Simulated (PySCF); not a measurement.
CH₆ClFOSi₂, SMILES C[Si@@](O)(Cl)[SiH2]F.

Geometry optimised at B3LYP-D3(BJ)/def2-SVP. The structure was generated by enumeration; whether it is a known compound was not checked. One conformer was computed; it need not be the lowest.

Method: PBE/def2-TZVP in PySCF.

The molecule is in vacuum.

The total energy comes out as -1255.54957 hartree. The highest occupied level is -6.79 eV. The lowest empty level is -1.68 eV and the orbital gap comes out as 5.11 eV. The dipole moment comes out as 0.643 e·Å and the quadrupole, principal values (traceless, Buckingham form, about the centre of nuclear charge) is -6.39, -1.70, 8.09 D·Å. The mean static polarisability is 81.7 bohr³ (12.10 Å³) and the polarisability, principal values comes out as 72.8, 80.9, 91.3 bohr³.
